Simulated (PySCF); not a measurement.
**Radial density of Xe²⁺ (xenon, charge +2)**

r2SCAN0, [Kr] 4d10 5s1 5p4 6s1, high-spin 5P determinant (an excited configuration). Calculation: PySCF 2.14, in dyall-av2z (22s16p12d, 130 functions); no relativity, point nucleus.

```
r (bohr)  4πr²ρ (e/bohr)  4πr²(ρα − ρβ)
0.000524          0.3620         0.0001
0.000881          0.9854         0.0004
 0.00148           2.613         0.0010
 0.00249           6.629         0.0026
 0.00419           15.61         0.0061
 0.00705           32.49         0.0125
  0.0119           55.10         0.0205
  0.0199           68.09         0.0251
  0.0335           61.11         0.0370
  0.0564           71.54         0.0959
  0.0949           88.50         0.0618
   0.160           65.64         0.0489
   0.268           73.43         0.2036
   0.452           26.75         0.2127
   0.760           28.78         0.1913
    1.28           7.880         1.2210
    2.15           2.985         1.7025
    3.61          0.5671         0.4319
    6.08          0.1031         0.1029
    10.2       0.0002304         0.0002
```

A non-relativistic calculation at this Z misses sizeable relativistic shifts. The outer electron is Rydberg-like, and this basis confines it to a smaller radius and binds it less than a complete one would.
